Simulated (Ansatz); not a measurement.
Reaction (redistribution): `N[SiH](O)[Si](N)(Cl)Cl` + `N[SiH2][O][SnH3]` → `N[SiH](O)[SnH3]` + `N[SiH2]O[Si](N)(Cl)Cl`

Isolated molecules relaxed with PBE0-D4/def2-TZVP in Ansatz; ΔE leaves out vibrations. CCSD(T)/CBS is the MP2 limit (def2-TZVPP, def2-QZVPP) plus CCSD(T) − MP2 in def2-TZVPP, frozen cores. Functionals use def2-TZVPP. Elements past krypton have def2 core potentials. For Sn outer-core shells are correlated without core-valence functions, which leaves a few kJ/mol of doubt a bond. Each species was taken in one conformer, which may not be the lowest.

```tsv
level	ΔE (kJ/mol)	difference from CCSD(T)/CBS
r2SCAN-D4	-117.1	-1.5
PBE0-D4	-114.9	0.7
ωB97X-V	-113.0	2.6
ωB97M-V	-120.8	-5.2
B2PLYP	-117.3	-1.7
HF/def2-TZVPP	-129.4	-13.8
MP2/def2-TZVPP	-121.0	-5.4
MP2/def2-QZVPP	-120.0	-4.4
HF/CBS(def2)	-129.5	-13.9
MP2/CBS(def2)	-119.2	-3.6
CCSD(T)/CBS	-115.6	0
```

Largest T1 diagnostic among the species: 0.013.

From PBE to PBE0 (25 % exact exchange), in def2-TZVPP and without D4, ΔE moves by −10.4 kJ/mol. In def2-TZVPP, CCSD(T) changes the Hartree–Fock value by +12.2 kJ/mol (the triples alone add +4.1 kJ/mol) and MP2 by +8.5 kJ/mol.
